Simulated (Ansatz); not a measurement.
Consider the ligand exchange at a Ga–C bond: `C[O][Ga]([OH])[CH2][SiH3]` + HCl → `C[O][Ga]([OH])[Cl]` + `C[SiH3]`.

Program: Ansatz. Geometries: PBE0-D4/def2-TZVP. ΔE: electronic, gas phase. CBS: MP2 limit from def2 TZ/QZ plus the TZ coupled-cluster correction, frozen cores. This one scheme is used for every species. Functionals use def2-TZVPP. B3LYP here is the variant with VWN-RPA as its local correlation; programs differ in this. For Ga outer-core shells are correlated without core-valence functions, which leaves a few kJ/mol of doubt a bond. Scalar relativity is left out up to krypton. One conformer a species, not always the lowest.

| level | ΔE (kcal/mol) |
| --- | --- |
| r2SCAN-D4 | -27.0 |
| PBE0-D4 | -25.9 |
| B3LYP-D4 | -26.2 |
| B2PLYP | -27.4 |
| B3LYP | -27.8 |
| HF/def2-TZVPP | -32.4 |
| HF/def2-QZVPP | -32.4 |
| MP2/def2-QZVPP | -25.1 |

Question: What does CCSD(T)/CBS give? (An estimate is asked.)

Answer: Ansatz gave: -24.4 kcal/mol. The listed levels differ from it by -2.6, -1.5, -1.8, -3.0, -3.4, -8.0, -8.0, -0.7 kcal/mol.

Largest T1 diagnostic among the species: 0.013.

The D4 term adds +1.6 kcal/mol with B3LYP and +0.9 kcal/mol with PBE0; it sums over pairs of atoms, weighted by their polarisabilities, and B3LYP, whose exchange is more repulsive, gets the larger term. In def2-TZVPP, CCSD(T) changes the Hartree–Fock value by +7.0 kcal/mol (the triples alone add +0.6 kcal/mol) and MP2 by +6.8 kcal/mol.
